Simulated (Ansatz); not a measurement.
Molecule: C3H4Cl, charge 0, multiplicity 2. It need not be the lowest isomer of its formula. SMILES: ClC[C]=C
Coordinates optimised at B3LYP-D3(BJ)/def2-TZVP (Ansatz, an electronic-structure program):
```xyz
8

C     -1.9715     0.0061    -0.6626
C     -0.7536    -0.0651    -1.1101
C      0.6418    -0.0785    -0.7570
Cl     0.8933     0.0583     1.0772
H     -2.8334    -0.0201    -1.3206
H     -2.1693     0.0961     0.4062
H      1.1843     0.7644    -1.1798
H      1.1319    -1.0076    -1.0404
```
Charge 0, spin multiplicity 2.

Parts of the frozen-core correlation energy in 6-31G* (Ansatz, hartree). Frozen orbitals: 8; correlated occupied orbitals by spin: 12 and 11; virtual: 52 and 53. Open shells are spin-unrestricted. Spin-orbit coupling is left out. Non-relativistic.

```tsv
term	value
reference (HF)	-575.33022
MP2 opposite-spin	-0.35323
MP2 same-spin	-0.12035
CCSD correlation	-0.52794
(T)	-0.01770
T1 diagnostic	0.030
largest doubles amplitude	0.115
<S^2> of the reference	0.941
```
